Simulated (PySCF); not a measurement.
## Bonding in `CN([SiH3])CC#CC(=O)O`

C5H9NO2Si.
Atom-mapped SMILES: `[CH3:1][N:2]([SiH3:3])[CH2:4][C:5]#[C:6][C:7](=[O:8])[OH:9]` (hydrogens: H10, H11, H12 on C1; H13, H14, H15 on Si3; H16, H17 on C4; H18 on O9)

Structure used (GFN2-xTB), in Å, numbered top down from 1:
```xyz
18
C5H9NO2Si angstrom
C     -1.7753    0.6581    0.5983
N     -1.4658   -0.3822   -0.3516
Si    -1.5861   -0.1117   -2.0509
C     -0.5291   -1.3519    0.1674
C      0.8045   -0.8129    0.3509
C      1.8651   -0.2564    0.4774
C      3.1766    0.3015    0.6494
O      4.1688   -0.3340    0.8927
O      3.1709    1.6368    0.5094
H     -2.1611    0.2143    1.5214
H     -2.5369    1.3111    0.1806
H     -0.8965    1.2629    0.8489
H     -1.6089   -1.4557   -2.6296
H     -2.8517    0.5993   -2.2182
H     -0.4946    0.6640   -2.6572
H     -0.4712   -2.1959   -0.5253
H     -0.8867   -1.7238    1.1390
H      4.0691    1.9826    0.6292
```

Bond orders from the PBE0/pcSseg-1 density (PySCF). One conformer (not necessarily the lowest) at the GFN2-xTB geometry, without solvent, vibrations or thermal averaging.

How far do the computed orders between heavy atoms stray from the drawn ones?

The largest departure is 0.679, at C5–C6 (drawn triple, 2.321). Drawn single, order above 1.12: C7–O9 (1.173). Drawn double or triple, more than 0.30 short of the drawn order: C5–C6 (2.321).

Give the Mayer order of every bond between heavy atoms, beside its length.

```tsv
bond	drawn as	length (Å)	Mayer order
C1–N2	single	1.442	0.949
N2–Si3	single	1.725	0.953
N2–C4	single	1.445	0.998
C4–C5	single	1.450	1.051
C5–C6	triple	1.204	2.321
C6–C7	single	1.436	1.062
C7–O8	double	1.203	1.939
C7–O9	single	1.343	1.173
```

By pair of heavy elements: C–N: lowest C1–N2 (0.949, 1.442 Å), highest N2–C4 (0.998, 1.445 Å). C–C: lowest C4–C5 (1.051, 1.450 Å), highest C5–C6 (2.321, 1.204 Å). C–O: lowest C7–O9 (1.173, 1.343 Å), highest C7–O8 (1.939, 1.203 Å).

And the bonds to hydrogen?

C–H: 0.92 to 0.97 (5 bonds); H–Si: 0.90 to 0.94 (3 bonds); H–O: 0.93 (1 bond).

Sum the orders of all bonds at each heavy atom with more than one neighbour and set the sums beside the valence in the SMILES.

C1 3.829 (drawn 4), N2 2.900 (drawn 3), Si3 3.727 (drawn 4), C4 3.896 (drawn 4), C5 3.372 (drawn 4), C6 3.383 (drawn 4), C7 4.174 (drawn 4), O9 2.100 (drawn 2). Orders between atoms that aren't bonded are not in these sums.

The Mayer order sums products of elements of PS (density times overlap matrix) between the two atoms' basis functions, so it depends on the basis set.
